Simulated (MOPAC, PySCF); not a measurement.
System: CF$_{2}$, net charge 0, singlet state. SMILES: [C](F)F
Geometry from a B3LYP-D3(BJ)/def2-TZVP (Ansatz) optimisation:
```
C
F 1 1.3036
F 1 1.3036 2 104.75
```
Charge 0, spin multiplicity 1.

Unscaled harmonic wavenumbers (cm⁻¹) in rising order, each level at the stationary point that it reaches from this structure (no distance between atoms moves by over 0.3 Å); the order of modes can differ between levels, and a negative number is imaginary. B3LYP-D3(BJ)/def2-TZVP (PySCF, at the structure above): 670, 1110, 1227.

AM1 (MOPAC): 559, 1435, 1487. Zero-point energy 5.0 against 4.3 kcal/mol; where all levels lie over 400 cm⁻¹, the wavenumbers are on average 1.113 times those of B3LYP-D3(BJ)/def2-TZVP.

PM3 (MOPAC): 628, 1498, 1569. Zero-point energy 5.3 against 4.3 kcal/mol; where all levels lie over 400 cm⁻¹, the wavenumbers are on average 1.189 times those of B3LYP-D3(BJ)/def2-TZVP.

PM7 (MOPAC): 509, 1395, 1448. Zero-point energy 4.8 against 4.3 kcal/mol; where all levels lie over 400 cm⁻¹, the wavenumbers are on average 1.065 times those of B3LYP-D3(BJ)/def2-TZVP.
